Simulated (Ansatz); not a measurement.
Reaction (cleavage of the Si–Si bond): `[SiH3][SiH](Br)Br` + `OC(O)(O)F` → `OC(O)(F)O[SiH3]` + `Br[SiH2]Br`

Isolated molecules relaxed with PBE0-D4/def2-TZVP in Ansatz; ΔE leaves out vibrations. CBS: MP2 limit from def2 TZ/QZ plus the TZ coupled-cluster correction, frozen cores. DFT in def2-TZVPP. For Br outer-core shells are correlated without core-valence functions, which leaves a few kJ/mol of doubt a bond. Scalar relativity is left out up to krypton. One conformer a species, not always the lowest.

```json
{"level": "r2SCAN-D4", "ΔE (eV)": "-0.77"}
{"level": "ωB97X-V", "ΔE (eV)": "-0.83"}
{"level": "B2PLYP", "ΔE (eV)": "-0.88"}
{"level": "HF/def2-QZVPP", "ΔE (eV)": "-1.11"}
```

(1) What does CCSD(T)/CBS give? (Estimate.)

Largest T1 diagnostic among the species: 0.012.

Answers

(1) Computed: -0.83 eV. The listed levels differ from it by 0.06, 0.00, -0.05, -0.28 eV.

In def2-TZVPP, CCSD(T) changes the Hartree–Fock value by +0.24 eV (the triples alone add +0.03 eV) and MP2 by +0.19 eV. From PBE to PBE0 (25 % exact exchange), in def2-TZVPP and without D4, ΔE moves by −0.07 eV.
